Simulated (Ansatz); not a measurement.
Species: HgO, net charge 0, singlet state. SMILES: [O]=[Hg]
Structure (B3LYP-D3(BJ)/def2-TZVP (Ansatz, a program for electronic structure) minimum search):
```
Hg
O 1 1.9180
```
Charge 0, spin multiplicity 1.

Wanted: vertical ionisation energy (to the doublet state of charge +1; each state is the SCF solution reached for its spin; the UHF <S^2> is 1.24 for the doublet (pure: 0.75); for the doublet T1 is 0.051; for the singlet the Hartree-Fock reference is unstable and T1 is 0.030), in eV. Valence correlation only, unless marked. Open shells are spin-unrestricted. No spin-orbit coupling. Frozen are the shells of the preceding noble gas and the d and f shells that filled before the atom's block. In def2 rows, elements after Kr have scalar-relativistic effective core potentials. CBS(X,Y): correlation extrapolated as X^-3; Hartree-Fock from the larger set.

| level | program | vertical ionisation energy (eV) |
|---|---|---|
| PBE/def2-TZVPD | Ansatz | 9.55 |
| r2SCAN/def2-TZVPD | Ansatz | 9.28 |
| B3LYP/def2-TZVPD | Ansatz | 9.42 |
| PBE0/def2-TZVPD | Ansatz | 9.14 |
| BHLYP/def2-TZVPD | Ansatz | 8.76 |
| CAM-B3LYP/def2-TZVPD | Ansatz | 9.27 |
| wB97M-V/def2-TZVPD | Ansatz | 9.07 |
| wB97X-V/def2-TZVPD | Ansatz | 9.03 |
| CCSD/def2-SVPD | Ansatz | 9.08 |
| CCSD/def2-TZVPPD | Ansatz | 9.11 |
| CCSD/def2-QZVPPD | Ansatz | 9.19 |
| CCSD/CBS(def2-TZVPPD,def2-QZVPPD) | Ansatz | 9.24 |
| CCSD(T)/def2-TZVPPD | Ansatz | 9.39 |
| CCSD(T)/def2-QZVPPD | Ansatz | 9.49 |
| CCSD(T)/CBS(def2-TZVPPD,def2-QZVPPD) | Ansatz | 9.56 |
